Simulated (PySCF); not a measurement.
Unknowns

All values are calculated (PySCF): σ from GIAO-PBE0/pcSseg-1, GFN2-xTB structure. Single conformer, isolated molecule, relativity neglected, equivalent nuclei averaged.

Shifts are taken against calculated references (same method and geometry level): 1H, 13C vs TMS. Splittings of carbon signals by F and P are missing where no couplings were computed. Where no couplings were computed, multiplicities follow the n + 1 count of equivalent neighbours, and m marks all less simple cases (inequivalent or close neighbours, rings, F or P nearby). Acid and N–H amide carbonyl carbons lie up to 10 ppm further downfield in solution (hydrogen bonding). Shifts are as computed. Against solution values, carbons near 30 ppm lie about +3 ppm off and those near 130 ppm about +5 ppm. Of 1211 compounds with measured shifts, 218 miss one by over three times the rms of a fit or turn the order of signals round; such compounds aren't used in these exercises. OH and NH positions are gas-phase values without hydrogen bonding to other molecules.

**Question.** C8H11N3. 1H NMR (300 MHz, computed): δ 7.63 (m, 1H), 6.97 (m, 1H), 1.60 (s, 9H). 13C{1H} NMR (computed): δ 130.8 (CH), 127.2 (C), 122.4 (CH), 119.8 (C), 58.4 (C), 32.3 (CH3). Give a structure.

**Answer.** SMILES CC(C)(C)n1ccc(C#N)n1. The formula gives 5 degrees of unsaturation (1 ring in the answer). 6 carbon signals for 8 carbons: some carbons are equivalent by symmetry or fast rotation. Carbon types of the structure: 3 × C, 2 × CH, 3 × CH3, which accounts for all hydrogens. δC 130.8: aromatic CH next to a ring nitrogen. δC 127.2: substituted aromatic carbon next to a ring nitrogen. δC 122.4: aromatic CH. δC 119.8: nitrile carbon; typical of a nitrile.

The data come from this structure; uniqueness wasn't tested.

**Question.** C4H6N2O. 1H NMR (300 MHz, computed): δ 10.99 (br s, 1H), 8.51 (d, 1H), 8.19 (d, 1H), 7.69 (m, 1H), 6.48 (br, 1H), 5.99 (m, 1H). 13C{1H} NMR (computed): δ 170.4 (CH), 158.6 (CH), 139.9 (CH), 122.1 (CH). What is it?

**Answer.** `C(=C\C=N\[H])/NC=O`. Rings plus π bonds: 3 (no ring in the answer). 4 carbon signals for 4 carbons: no two carbons are equivalent. Carbon types of the structure: 4 × CH, leaving 2 H on heteroatoms. δC 170.4: C=N carbon. δC 158.6: amide carbonyl carbon; it is a carbonyl in resonance with an O or N lone pair, the region of acids, esters and amides. δC 139.9: alkene carbon bearing nitrogen; an sp2 carbon further deshielded by the attached heteroatom. δH 10.99: hydrogen on an imine nitrogen; exchangeable; this is the value without hydrogen bonding to other molecules.

This is the structure that produced the data.

**Question.** C7H3F3. 1H NMR (400 MHz, computed): δ 4.55 (br s, 1H), 4.51 (s, 1H), 4.35 (br s, 1H). 13C{1H} NMR (computed): δ 140.6 (C), 137.9 (C), 128.1 (C), 124.0 (C), 118.4 (CH), 72.6 (C), 71.8 (CH2). Identify the compound.

**Answer.** `C#CC1=C(C(F)(F)F)C1=C`. The formula gives 5 degrees of unsaturation (1 ring in the answer). 7 carbon signals for 7 carbons: no two carbons are equivalent. Carbon types of the structure: 5 × C, 1 × CH, 1 × CH2, which accounts for all hydrogens. δC 140.6, 137.9, 124.0: fully substituted alkene carbon; the olefinic region. δC 128.1: CF3 carbon; 3 electronegative neighbours deshield it. δC 118.4: terminal alkyne carbon. δC 72.6: alkyne carbon; the triple bond shields along its axis, which puts it between sp3 and sp2 carbons.

The shifts were computed for this structure.
